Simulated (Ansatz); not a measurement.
H3InO2 (SMILES [OH][InH][OH]), singlet, at a GFN2-xTB geometry (such geometries of metal compounds can be far from the true shape) (core potentials on In), with bond 6-5 at 2.4 times its length; CASSCF(4,6)/def2-SVP (Ansatz, a quantum-chemistry and plane-wave program).

Ansatz was given this input:
Ansatz 0.2 input:
```yaml
crystal:
  periodic: [false, false, false]
  atoms:
    - {symbol: In, position_ang: [-0.20917303, -0.15298070, -0.12516015]}
    - {symbol: H, position_ang: [-1.40626281, -1.10577389, -0.80961604]}
    - {symbol: O, position_ang: [0.14053792, 1.69129429, -0.57012066]}
    - {symbol: H, position_ang: [0.87730361, 1.97278393, -0.02328425]}
    - {symbol: O, position_ang: [1.07405160, -0.66832189, 1.24141600]}
    - {symbol: H, position_ang: [1.04445895, -2.79571302, 2.09094083]}
basis:
  gaussian:
    orbitals: def2-SVP
hamiltonian:
  xc: hf
magnetization: {spin_polarized: false}
correlation: {active_space: {window: {electrons: 4, orbitals: 6}}}
```

It wrote (shortened):

```
Functional definition: HF
749 factors; integrals over basis functions are off by at most 8.7e-4 eV
mean field evaluation 1: about -9248.4385 eV, gradient 6.3e1 eV
mean field evaluation 2: about -9248.5206 eV, gradient 6.3e1 eV
mean field evaluation 4: about -9258.7144 eV, gradient 1.4e1 eV
mean field evaluation 8: about -9259.5081 eV, gradient 1.7e-1 eV
mean field evaluation 16: about -9239.6491 eV, gradient 5.5e1 eV
mean field -9259.51650933 eV, -340.2809553920 hartree, gradient 2.7e-6 eV, S^2 0.000000; 0 other end points of the search recorded, 0 dependent functions left out
reference -9259.51650933 eV, -340.2809553920 hartree; 20, 20 occupied and 49, 49 virtual orbitals, 749 factors
state -9264.24233019 eV, -340.4546261056 hartree
Total energy: -9264.24233019 eV, -340.4546261056 hartree
```
